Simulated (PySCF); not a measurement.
Kr⁺ (krypton, charge +1): UHF calculation

Configuration: [Ar] 3d10 4s2 4p5, 2P determinant. Calculation: PySCF 2.14, in x2c-SVPall (5s4p3d, 32 functions); the spin-free X2C one-electron Hamiltonian (Gaussian nucleus).

```json
{"Total energy": "-2787.203873 hartree", "One-electron energy": "-3860.1892 hartree", "Hartree (Coulomb) energy": "1168.1993 hartree", "Exchange energy": "-95.2140 hartree", "⟨S²⟩": "0.7552", "⟨L²⟩": "2.016", "Sum of ⟨r⟩": "23.59 bohr", "Sum of ⟨r²⟩": "32.11 bohr²", "Traceless quadrupole moment −½Σ⟨3z² − r²⟩ along its main axis": "1.66 e·bohr²", "Langevin diamagnetic susceptibility": "-25.4 ×10⁻⁶ cm³/mol", "Time after the integrals": "0.1 s of wall time on 1 thread of Neoverse-V1 (shared host)"}
```

```csv
shell,electrons,mean orbital energy (hartree),spread (hartree),"rms radius, mean of both spins (bohr)"
1s α,1,-529.70020,0,0.0478
1s β,1,-529.69434,0,0.0478
2s α,1,-72.47169,0,0.199
2s β,1,-72.46859,0,0.199
2p α,3,-63.95553,0.00983,0.177
2p β,3,-63.94919,0.00406,0.177
3s α,1,-11.66888,0,0.565
3s β,1,-11.65813,0,0.565
3p α,3,-8.86429,0.03078,0.581
3p β,3,-8.84994,0.00269,0.581
3d α,5,-4.19760,0.02843,0.612
3d β,5,-4.19024,0.01576,0.612
4s α,1,-1.63534,0,1.67
4s β,1,-1.51544,0,1.67
4p α,3,-0.94200,0.07448,1.99
4p β,2,-0.89195,0,1.99
```

Densities and radii are taken from the X2C orbitals without a picture-change correction, which distorts them close to the nucleus.
